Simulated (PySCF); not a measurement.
C5H10Se, SMILES C(/C(C)C)=C/[SeH] (GFN2-xTB optimised geometry):

```
16

C      1.391    -0.675     0.000
C     -0.140    -0.675     0.000
C     -0.682    -1.430     1.213
C     -0.643     0.736     0.000
C     -1.085     1.439    -1.033
Se    -1.243     0.932    -2.857
H      1.768    -0.176     0.890
H      1.770    -1.694    -0.012
H      1.770    -0.151    -0.875
H     -0.488    -1.184    -0.909
H     -0.341    -2.462     1.199
H     -1.770    -1.425     1.210
H     -0.337    -0.966     2.135
H     -0.615     1.229     0.964
H     -1.417     2.462    -0.911
H     -0.685    -0.393    -2.725
```

Calculation: PBE/def2-TZVP in PySCF.

What are the frontier orbital energies and the dipole moment?

HOMO-2 -7.77 eV, HOMO-1 -7.30 eV, HOMO -5.15 eV, LUMO -0.75 eV, LUMO+1 -0.54 eV; dipole moment 1.10 D.

On the same geometry PBE0/def2-TZVP (PySCF) gives HOMO-2 -9.10 eV, HOMO-1 -8.58 eV, HOMO -6.19 eV, LUMO 0.20 eV, LUMO+1 0.39 eV; dipole moment 1.22 D.

Meta-Löwdin charges at PBE/def2-TZVP: C1 -0.35, C2 -0.05, C3 -0.35, C4 -0.14, C5 -0.25, Se6 0.03, H7 0.11, H8 0.11, H9 0.12, H10 0.10, H11 0.12, H12 0.12, H13 0.11, H14 0.12, H15 0.14, H16 0.06.
